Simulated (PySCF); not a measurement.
# Field gradients at the hydrogen positions

Species: C8H11P.
SMILES with atom numbers: `[CH3:1][CH:2]=[C:3]=[P:4][C:5]1=[CH:6][CH2:7][CH2:8][CH2:9]1` (hydrogens: H10, H11, H12 on C1; H13 on C2; H14 on C6; H15, H16 on C7; H17, H18 on C8; H19, H20 on C9)

Geometry (GFN2-xTB, Å), atoms numbered from 1 in this order:
```xyz
20
C8H11P angstrom
C      2.6849   -0.2119   -2.5196
C      2.4981    0.6901   -1.3355
C      1.3704    1.2423   -1.0013
P     -0.0231    2.0582   -0.7021
C     -0.8543    0.8519    0.3680
C     -2.0153    1.0731    0.9850
C     -2.4439   -0.0937    1.8182
C     -1.4982   -1.2209    1.3686
C     -0.3127   -0.5151    0.6920
H      2.9888   -1.2050   -2.1878
H      1.7638   -0.2935   -3.0910
H      3.4697    0.1815   -3.1647
H      3.3828    0.8385   -0.7231
H     -2.5923    1.9811    0.9356
H     -2.3132    0.1409    2.8793
H     -3.4949   -0.3453    1.6664
H     -2.0087   -1.8552    0.6426
H     -1.1805   -1.8478    2.2000
H      0.5424   -0.4192    1.3667
H      0.0311   -1.0394   -0.2003
```

Level: PBE0/pcSseg-1 (PySCF, non-relativistic); Q(2H) = 0.00286 b; rigid geometry, the same for H and D, with no vibrational averaging.

Question: Rank these positions by the coupling χzz of a deuteron there, largest first.
A. H13 (hydrogen on carbon)
B. H14 (vinylic hydrogen)
C. H12 (methyl hydrogen)
D. H19 (methylene hydrogen)

Answer: B (226 kHz), A (215 kHz), C (209 kHz), D (204 kHz).

Q: Give the electric field gradient Vzz (the principal value of largest size), its asymmetry and the 2H coupling at each hydrogen.

A: 
```
atom  bonded to  bond length (Å)  Vzz (au)     η  χzz (kHz)
 H10         C1            1.090    0.3097  0.03        208
 H11         C1            1.087    0.3126  0.03        210
 H12         C1            1.089    0.3111  0.03        209
 H13         C2            1.086    0.3200  0.05        215
 H14         C6            1.077    0.3359  0.05        226
 H15         C7            1.095    0.3020  0.02        203
 H16         C7            1.091    0.3073  0.02        206
 H17         C8            1.091    0.3065  0.02        206
 H18         C8            1.089    0.3122  0.01        210
 H19         C9            1.093    0.3033  0.02        204
 H20         C9            1.091    0.3078  0.02        207
```

Q: How does χzz go with the bond length over the 11 C–H bonds?

A: A straight-line fit has a slope of -13.3 kHz for each 0.01 Å, with a correlation coefficient of -0.99, over lengths from 1.077 to 1.095 Å. The longer bonds have the smaller couplings here.

Q: A static deuteron (I = 1) shows a doublet split by (3/2)χ, (3/4)χ(1 + η) and (3/4)χ(1 − η) with the field along z, y and x of the gradient. What are these for H20?

A: With |χ| = 206.8 kHz and η = 0.018: 310, 158 and 152 kHz, to first order and without motion.

Geometry: GFN2-xTB, one conformer, isolated molecule. GFN2-xTB bond lengths can be off by several hundredths of an ångström, more for odd bonds, and the gradients follow them. These gradients aren't converged with respect to the basis.
